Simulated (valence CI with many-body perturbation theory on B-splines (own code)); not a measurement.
Yb LVIII: key properties

Method: configuration interaction combined with many-body perturbation theory (CI+MBPT): three valence electrons over a frozen Dirac-Fock core [Ne], a basis of 9 s, 9 p, 8 d, 6 f, 3 g, 1 h functions for each j, with the one-electron correlation potential Σ1, the two-electron term Σ2, the three-electron term Σ3, Breit, model QED; selected CI, second order for the rest, scaled by the run's own slope (own B-spline code, finite nucleus).

No measured spectrum was set against this ion. As an estimate, large intervals hold to a few tenths of a per cent, small ones and those within an open d or f shell to about a per cent.

Levels are named by their leading jj configuration (3d3/2^4 stands for four electrons in 3d with j = 3/2), which in mixed levels can hold well under half, so a name can repeat and another be missing.

Rates and lifetimes use the calculated energies. Strong lines usually hold to 10 to 20 %, long lifetimes can be off by a factor of two.

(1) What is the ground level?

(2) Where does the other parity begin?

(3) How well does LS coupling describe the low levels?

(4) Among levels below 7790.7 × 10³ cm⁻¹, which E1 lines absorb most strongly from the ground level?

(5) What is the ionisation energy?

Results:

(1) (3s^2 3p1/2) J=1/2, composition 100 % 3s2 3p 2P°, g = 0.649.

(2) At (3s 3p1/2^2) J=1/2, 1234.3 × 10³ cm⁻¹.

(3) Among the lowest 20 levels the leading LS term, summed over configurations, holds 64 % on average. For single configurations the figures are 62 % in LS and 93 % in jj coupling. Terms mix most in the J = 3/2 level at 5221.4 × 10³ cm⁻¹, where the leading one holds 35 %.

(4) to (3s^2 3d3/2) J=3/2 at 2.497 nm, f = 0.435; to (3s 3p1/2 3p3/2) J=1/2 at 2.752 nm, f = 0.200; to (3s 3p1/2 3p3/2) J=3/2 at 2.809 nm, f = 0.121.

(5) 5861.6 eV; NIST lists 5860 ± 6 eV (theoretical).
